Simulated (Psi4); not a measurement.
Noncovalent pair: selenium dioxide (SMILES O=[Se]=O) (first 3 atoms) with C2H4 (SMILES C=C); geometry from B3LYP-D3(BJ)/def2-TZVP, rigid monomers moved along the line of their centres of mass till Se2···C4 is 5.68 Å.
(charge 0, multiplicity 1):
| atom | x (Å) | y (Å) | z (Å) |
|---|---|---|---|
| O | 1.1723 | -0.9372 | 1.0497 |
| Se | -0.2747 | -0.3014 | 1.3751 |
| O | -0.3172 | 1.3035 | 1.2132 |
| C | 0.7292 | -0.1471 | 6.9631 |
| C | -0.5294 | 0.2406 | 7.1440 |
| H | 1.0539 | -1.1557 | 7.1868 |
| H | 1.4835 | 0.5311 | 6.5834 |
| H | -0.8497 | 1.2499 | 6.9165 |
| H | -1.2829 | -0.4364 | 7.5284 |

Method: SAPT0/aug-cc-pVDZ (Psi4 1.11).

### Question
Which attractive term is largest, and how does the interaction split up?

### Answer
electrostatics -0.43, exchange 0.01, induction -0.03, dispersion -0.14, total -0.59 kcal/mol; the largest attraction is electrostatics.
